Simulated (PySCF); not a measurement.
## Ag⁻ (silver, charge -1) across methods

[Kr] 4d10 5s2, closed-shell 1S. Computed with PySCF 2.14 in x2c-QZVPPall with one added diffuse shell each of s, p, d, f, g type (14s9p8d5f3g, 143 functions), with scalar relativity by spin-free X2C-1e.

```
method  E (hartree)  mean ε 4p (eV)  mean ε 4d (eV)  mean ε 5s (eV)  Σ⟨r²⟩ (bohr²)   ⟨S²⟩
   UHF  -5312.88139         -69.214          -8.457          -0.600          89.08  0.000
   PBE     -5315.11         -52.315          -1.211           0.946          77.44  0.000
r2SCAN     -5315.51         -54.066          -1.443           0.827          75.93  0.000
  PBE0     -5315.17         -56.610          -3.053           0.427          77.90  0.000
```

(1) Estimate the same row for LDA.

The highest occupied level is positive at LDA, PBE, r2SCAN, PBE0: only the finite basis holds that electron, which in a density functional comes from self-interaction.

## Answers

(1) E (hartree) = -5310.03; mean ε 4p (eV) = -52.253; mean ε 4d (eV) = -1.275; mean ε 5s (eV) = 0.802; Σ⟨r²⟩ (bohr²) = 74.97; ⟨S²⟩ = 0.000.
